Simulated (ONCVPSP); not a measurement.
**Plane-wave convergence, ONCV potential for cerium (Ce)**

cerium (Ce), optimised norm-conserving Vanderbilt (ONCV), made with ONCVPSP 4.0.1 (Wu-Cohen, scalar-relativistic). Core [Kr] 4d10, reference 4f1 5s2 5p6 5d1 6s2. Waves: 5s+6s: rc 2.05 bohr, ncon 3, nbas 6, qcut 4.8 1/bohr, 2 projectors; 5p: rc 2.85 bohr, ncon 4, nbas 9, qcut 3.8 1/bohr, 2 projectors, debl 3.5 Ha; 5d: rc 3.95 bohr, ncon 4, nbas 9, qcut 3.5 1/bohr, 1 projector; 4f: rc 0.95 bohr, ncon 4, nbas 9, qcut 18.3 1/bohr, 2 projectors, debl 2.5 Ha. Local part: polynomial inside 0.60 bohr (lpopt 4, dvloc0 0 Ha). Core correction: Teter function, fcfact 4.5, rcfact 1.35.

**Question.** For each optimised wave give the share of its norm inside rc, the residual kinetic energy above qcut (Ha) and the cutoffs (Ha) for errors of 10, 1, 0.1 and 0.01 mHa per electron.

**Answer.**

```tsv
wave	norm inside rc	residual KE	10 mHa	1 mHa	0.1 mHa	0.01 mHa
5s	0.863	8.5e-05	7.1	9.3	11.9	32.9
6s	0.046	3.8e-05	5.3	8.6	10.9	16.8
5p	0.946	8.5e-06	4.0	5.2	6.3	7.5
p projector 2	0.188	5.0e-04	5.2	6.0	11.0	41.3
5d	0.810	5.9e-06	3.4	4.5	5.2	6.0
4f	0.498	2.7e-06	112.2	131.9	146.5	159.1
f projector 2	0.151	3.5e-06	112.2	133.5	149.4	162.1
```

The occupied waves need 132 Ha and 147 Ha for 1 and 0.1 mHa. Note: ghosts flagged at negative energy: s at -595.6 eV, p at -208.5 eV, d at -102.2 eV; GHOST(+) flagged for s at 71.3 eV. A true bound ghost makes a file unfit for plane-wave use. 1 of 4 tests not solved or not reliable.
